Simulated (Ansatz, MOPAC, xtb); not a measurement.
Diatomic TiO+, multiplicity 2 (lowest of 2S+1 = 2, 4, 6, 8 at CCSD(T)/def2-TZVPP on PBE0 minima; our sources give no spin for the ground state, which may be another). No spin–orbit coupling. Ti is treated without relativity.

The constants come from a fifth-degree fit in 1/R (seven points, main isotopes). In def2 and cc sets the state is the lowest found near the PBE0 minimum, followed along R.

Programs: Ansatz (Gaussian basis) for Hartree–Fock, density functionals and correlated methods; MOPAC for PM6 (differences of heats of formation); xtb for the GFN methods.  The GFN methods have no spin term and hold the electronic entropy of 300 K.

```csv
level,r_e (Å),ω_e (cm⁻¹),B_e (cm⁻¹),ω_e x_e (cm⁻¹)
PM6,1.593,864,0.554,1.0
GFN1-xTB,1.626,924,0.532,5.3
SVWN5/def2-TZVPP,1.559,1127,0.578,4.3
PBE/def2-TZVPP,1.577,1090,0.565,4.3
r2SCAN/def2-TZVPP,1.569,1118,0.571,4.5
B97M-V/def2-TZVPP,1.567,1116,0.573,4.5
B3LYP/def2-TZVPP,1.568,1124,0.571,4.2
PBE0/def2-TZVPP,1.555,1152,0.581,4.2
BHLYP/def2-TZVPP,1.549,1180,0.586,4.3
CAM-B3LYP/def2-TZVPP,1.556,1161,0.581,4.0
wB97X-V/def2-TZVPP,1.552,1173,0.583,3.8
wB97M-V/def2-TZVPP,1.554,1165,0.582,3.9
```

The state reached by PM6 isn't checked.

Ansatz is a program for electronic structure.
